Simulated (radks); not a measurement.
Question: The tungsten ion W2+, 72 electrons, occupied as [Xe] 4f14 5d4 (the NIST ground configuration). All-electron calculation, scalar-relativistic Kohn-Sham, BLYP, spin-unpolarised, spherical densities, finite nucleus; Fermi nuclear charge, rms radius 5.3658 fm. Program: a radial shooting solver on a logarithmic mesh with Libxc functionals. Some entries of the table are withheld. Estimate them.

| orbital | occ. | eigenvalue (hartree) | <1/r> (bohr^-1) |
|---|---|---|---|
| 1s | 2 | -2553.836 | 87.05 |
| 2s | 2 | -441.3060 | (1) |
| 2p | 6 | -386.1276 | 18.45 |
| 3s | 2 | -102.0819 | 7.538 |
| 3p | 6 | -85.73489 | 6.961 |
| 3d | 10 | (2) | (3) |
| 4s | 2 | -21.51688 | 3.204 |
| 4p | 6 | -16.15276 | 2.911 |
| 4d | 10 | (4) | 2.590 |
| 5s | 2 | (5) | (6) |
| 5p | 6 | -2.17532 | 1.053 |
| 4f | 14 | -1.80704 | 2.084 |
| 5d | 4 | -0.72928 | 0.6863 |

Answer: 
(1) 2s <1/r> (bohr^-1): 20.36
(2) 3d eigenvalue (hartree): -66.90125
(3) 3d <1/r> (bohr^-1): 6.577
(4) 4d eigenvalue (hartree): -9.34698
(5) 5s eigenvalue (hartree): -3.49304
(6) 5s <1/r> (bohr^-1): 1.253
